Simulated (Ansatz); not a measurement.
```yaml
crystal:
  periodic: [false, false, false]
  atoms:
    - {symbol: C, position_ang: [-2.246546, 0.264554, 1.272208]}
    - {symbol: N, position_ang: [-1.474367, -0.584205, 0.240123]}
    - {symbol: C, position_ang: [-2.388968, -2.308028, -0.196881]}
    - {symbol: Sc, position_ang: [0.106968, -0.240218, 0.377114]}
    - {symbol: N, position_ang: [0.560767, 2.018174, -0.001982]}
    - {symbol: C, position_ang: [1.634320, 2.755928, -0.147492]}
    - {symbol: C, position_ang: [-0.812860, 2.677826, -0.274541]}
    - {symbol: C, position_ang: [2.088702, -1.735706, 1.189099]}
    - {symbol: C, position_ang: [2.585655, -0.699957, 0.118741]}
    - {symbol: C, position_ang: [2.321119, -0.719800, -1.085425]}
    - {symbol: C, position_ang: [1.535341, -2.083724, -1.120785]}
    - {symbol: F, position_ang: [1.229320, -2.290371, -2.180112]}
    - {symbol: C, position_ang: [1.439967, -2.430044, -0.015219]}
    - {symbol: H, position_ang: [-2.752609, -0.820502, 2.167763]}
    - {symbol: H, position_ang: [-3.413166, -0.062267, 0.710083]}
    - {symbol: H, position_ang: [-1.787068, 0.704189, 1.632666]}
    - {symbol: H, position_ang: [-2.700408, -2.562862, 0.584124]}
    - {symbol: H, position_ang: [-1.718320, -2.536644, -0.832169]}
    - {symbol: H, position_ang: [-3.215568, -1.601661, -0.718385]}
    - {symbol: H, position_ang: [1.359280, 3.424921, 0.375215]}
    - {symbol: H, position_ang: [1.603309, 3.058255, -1.384557]}
    - {symbol: H, position_ang: [2.646828, 2.071614, -0.132055]}
    - {symbol: H, position_ang: [-0.812624, 3.186735, -1.014261]}
    - {symbol: H, position_ang: [-1.743505, 1.874076, -0.234220]}
    - {symbol: H, position_ang: [-1.110922, 3.349327, 0.616173]}
    - {symbol: H, position_ang: [1.722184, -1.665781, 1.871412]}
    - {symbol: H, position_ang: [3.071529, 0.114334, 0.695078]}
    - {symbol: H, position_ang: [2.820341, -0.174117, -1.808913]}
    - {symbol: H, position_ang: [0.569128, -3.341138, 0.335826]}
basis:
  gaussian: {orbitals: cc-pVTZ-DK, fitting: {mean_field: cc-pVTZ-jkfit}}
hamiltonian: {xc: {name: B97M-V}}
scf: {lower_state_search: off}
output: {forces: true}
```

```sh
$ ansatz run in.yaml --threads 11 --pin off --events-out ev --progress --plain --max-ram 174080MiB --backend cuda --devices 0, --max-vram 75GiB
```

Question: How does Ansatz answer? (Best estimate.)

Answer: The calculation gave: The input was rejected before any iteration.
```
Functional definition: B97M-V
Error: <dir> the basis set cc-pVTZ-JKFIT has no functions for Sc
```
